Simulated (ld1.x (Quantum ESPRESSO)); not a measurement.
**PBE RRKJ dataset for C (Z = 6), non-relativistic all-electron reference.**

C (Z = 6), norm-conserving RRKJ (Kleinman–Bylander form), made with ld1.x (Quantum ESPRESSO) 7.5 (PBE, non-relativistic). Core [He], reference 2s1.75 2p2.25. Waves: 2s (bound): rc 1.15 bohr; 2p (bound): rc 2.95 bohr. Local part: the p channel. Core correction: none.

All-electron outer shells of the reference configuration (PBE, non-relativistic, ld1.x):

| shell | level (eV) | outermost node (bohr) | outermost maximum (bohr) |
| --- | --- | --- | --- |
| 2s | -13.86 | 0.38 | 1.22 |
| 2p | -5.40 | – | 1.20 |

Problem. Does the generator finish with these settings?

Solution. Yes, a potential is produced and its reference levels are reproduced.

Problem. Estimate the cutoffs (Ry, on a coarse ladder) from which the occupation-weighted sum of valence levels, in a spherical-Bessel basis at the reference potential, stays within 10 and 1 mRy of its value at 400 Ry.

Solution. 50 Ry and 70 Ry.

Problem. Does the potential have ghost states?

Solution. No extra level below or beside the all-electron valence levels (s, p, d, f tested).

Problem. Which valence shell sets the plane-wave cutoff?

Solution. 2s: its level needs 70 Ry to come within 1 mRy, against 18 Ry for 2p.

Problem. Tests: 2s2 2p2; 2s2 2p1; 2s2 2p0; 2s2 2p2.3; 2s1 2p0; 2s0 2p4; 2s1 2p3. Which has the largest error in its energy relative to the reference configuration, and how large is it?

Solution. 2s1 2p0, with +2259 meV (all-electron minus pseudo) on +81.08 eV.
